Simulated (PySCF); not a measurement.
Si(H)(Me) (CH4Si), SMILES C[SiH] (connectivity only; charge and spin as stated), neutral, multiplicity 1.

The structure is a stationary point at B3LYP-D3(BJ)/def2-TZVP.

Vertical ionisation energy (IE) and electron affinity (EA) in eV. Rows of orbital energies are one-electron estimates. Where ΔSCF, EOM or ADC give a negative EA the extra electron is unbound and the value depends on the basis.

```csv
level,IE,EA
"−ε(HOMO), −ε(LUMO), PBE0/def2-TZVPD (PySCF)",6.33,2.56
"−ε(HOMO), −ε(LUMO), ωB97X/def2-TZVPD (PySCF)",___,___
ADC(2)/aug-cc-pVDZ (PySCF),8.40,0.62
```

### Question
Some entries are withheld; supply them. (The exact figures need the calculation; the answer reports its results.)

### Answer

- −ε(HOMO), −ε(LUMO), ωB97X/def2-TZVPD (PySCF), IE: 8.59
- −ε(HOMO), −ε(LUMO), ωB97X/def2-TZVPD (PySCF), EA: 0.43

### Question
Beyond the first one, list the lowest photoelectron lines from ADC(2)/aug-cc-pVDZ (PySCF) with their pole strengths (two spins summed). (An estimate is asked for; the answer gives what the named calculation found.)

### Answer
11.03 eV (1.81), 13.75 eV (1.79), 13.89 eV (1.78), 16.03 eV (1.75).
